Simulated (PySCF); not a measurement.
A structure optimised at B3LYP-D3(BJ)/def2-SVP, used in a PySCF frequency run:

```xyz
9

Cd    -0.0265    -0.6625     0.0000
H     -0.5669    -2.2638     0.0000
C      0.6659     1.3723     0.0000
C     -0.4345     2.4409     0.0000
H      1.3204     1.4938    -0.8803
H      1.3204     1.4938     0.8803
H     -1.0872     2.3659     0.8857
H     -1.0872     2.3659    -0.8857
H     -0.0137     3.4633     0.0000
```
Charge 0, spin multiplicity 1.

**Question.** Write its SMILES, formula and point group.

**Answer.** C[CH2][CdH], C₂H₆Cd, Cs

**Question.** What are its rotational constants (standard atomic weights)?

**Answer.** 29.662, 2.8555, 2.6920 GHz
